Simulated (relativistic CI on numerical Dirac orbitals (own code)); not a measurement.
**Xe LIII: sensitivity of the levels to the model**

Base calculation: Dirac-Coulomb-Breit CI, orbitals from a KLI potential per configuration, model QED (radiative potential, 1s self-energy scaled to tabulated hydrogen-like ionisation energies), unscaled Slater integrals.

Configuration list: 1s², 1s2s, 1s2p, 1s3s, 1s3p, 1s3d, 1s4s, 1s4p, 1s4d, 1s4f, 1s5s, 1s5p, 1s5d, 1s5f, 1s5g, 1s6s, 1s6p, 1s6d, 2s². Levels of other configurations are missing.

Variants: (1) valence Slater integrals scaled by 0.9; (2) Breit term removed; (3) non-relativistic limit. Shifts of the energy above 1s² ¹S0, in eV, for the lowest level and the first level of each name with at least 55 % of one term (blank where a level changes its place among those of its configuration and J or its character, or is not in the variant):

| Level | Base | Δ(1) | Δ(2) | Δ(3) |
| --- | --- | --- | --- | --- |
| 1s² ¹S0 | 0.0 | 0.0 | 0.0 | 0.0 |
| 1s2s ³S1 | 30126.9 | +1.8 | +58.8 | -1012.8 |
| 1s2p ³P°1 | 30204.3 | -0.2 | +57.6 | -1035.5 |
| 1s2p ³P°0 | 30210.3 | +1.3 | +36.4 | -1041.5 |
| 1s2s ¹S0 | 30212.4 | -5.5 | +47.0 | -1035.6 |
| 1s2p ³P°2 | 30592.6 | +1.1 | +57.5 | -1423.8 |
| 1s2p ¹P°1 | 30627.9 | -2.1 | +54.5 | -1410.7 |
| 1s3s ³S1 | 35822.9 | +0.5 | +58.8 | -1336.7 |
| 1s3p ³P°1 | 35844.0 | -0.1 | +58.4 | -1342.6 |
| 1s3p ³P°0 | 35845.5 | +0.3 | +52.8 | -1344.1 |
| 1s3s ¹S0 | 35845.7 | -1.5 | +55.4 | -1342.9 |
| 1s3p ³P°2 | 35959.4 | +0.3 | +58.5 | -1458.0 |
| 1s3d ³D2 | 35967.8 | 0.0 | +59.3 | -1457.2 |
| 1s3d ³D1 | 35969.3 | 0.0 | +57.6 | -1458.7 |

At this charge energies of transitions that change n are usually good to better than 1 %, and those within a shell (Δn = 0) to a few per cent.

Ionisation energy from the two ground configurations alone: base 40268.9 eV; Breit term removed 40327.8 eV. The NIST ASD value (theoretical) is 40271.7 eV.

LS names give the leading component of a level, which can be under half, so a name can repeat, a term be missing and a line seem to break the LS rules.
